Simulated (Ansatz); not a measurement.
One change: `BCC[SiH2]C` becomes `C[SiH2]C[SiH2]F`.

Ansatz, PBE0-D4/def2-TZVP geometries, multiplicity 1. Each molecule was computed in one conformer, which needn't be the lowest.

| property | `BCC[SiH2]C` |
| --- | --- |
| LUMO energy (PBE/def2-TZVPP) / eV | -2.40 |
| HOMO energy (PBE/def2-TZVPP) / eV | -6.73 |
| size of the dipole moment (PBE/def2-TZVPP) / D | 0.73 |
| HOMO–LUMO gap (PBE0/def2-TZVPP) / eV | 6.63 |
| size of the dipole moment (B3LYP/def2-TZVPP) / D | 0.67 |
| HOMO energy (ωB97M-V/def2-TZVPP) / eV | -10.22 |

Question: What does the change do to each property? (Estimate.)

Answer: Computed: 
| property | `C[SiH2]C[SiH2]F` | shift |
| --- | --- | --- |
| LUMO energy (PBE/def2-TZVPP) / eV | -0.55 | 1.85 |
| HOMO energy (PBE/def2-TZVPP) / eV | -7.36 | -0.63 |
| size of the dipole moment (PBE/def2-TZVPP) / D | 1.27 | 0.54 |
| HOMO–LUMO gap (PBE0/def2-TZVPP) / eV | 8.98 | 2.35 |
| size of the dipole moment (B3LYP/def2-TZVPP) / D | 1.33 | 0.66 |
| HOMO energy (ωB97M-V/def2-TZVPP) / eV | -10.85 | -0.63 |

With PBE0 the HOMO falls by 0.67 eV and the LUMO rises by 1.67 eV, so the gap widens by about 2.34 eV. PBE moves the HOMO by -0.63 eV and ωB97M-V by -0.63 eV. Dipoles are sizes alone; their direction can turn.

B3LYP here is the variant with VWN-RPA as its local correlation; programs differ in this.
